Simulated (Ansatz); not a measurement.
Basis-set series for BGaH₇NSi (`[NH2][GaH][BH][SiH3]`). Charge 0, multiplicity 1. Geometry: relaxed with PBE0-D4/def2-TZVP. It is one conformer, not always the lowest.

```json
{"functional": "PBE0-D4", "basis": "def2-SVP", "functions": "113", "energy (Eh)": "-2297.24592", "HOMO (eV)": "-7.14", "LUMO (eV)": "-2.60"}
{"functional": "PBE0-D4", "basis": "def2-QZVPP", "functions": "483", "energy (Eh)": "-2297.74952", "HOMO (eV)": "-7.28", "LUMO (eV)": "-2.69"}
{"functional": "ωB97M-V", "basis": "def2-SVP", "functions": "113", "energy (Eh)": "-2297.53638", "HOMO (eV)": "-9.35", "LUMO (eV)": "-0.57"}
{"functional": "ωB97M-V", "basis": "def2-QZVPP", "functions": "483", "energy (Eh)": "-2298.04333", "HOMO (eV)": "-9.45", "LUMO (eV)": "-0.76"}
```

**Question.** Give the rows for def2-TZVPP. (Estimate.)

**Answer.** The calculation gave: 
| functional | basis | functions | energy (Eh) | HOMO (eV) | LUMO (eV) |
| --- | --- | --- | --- | --- | --- |
| PBE0-D4 | def2-TZVPP | 250 | -2297.69073 | -7.25 | -2.67 |
| ωB97M-V | def2-TZVPP | 250 | -2297.98659 | -9.43 | -0.72 |

Scalar relativity is left out up to krypton.

All numbers were calculated with Ansatz.
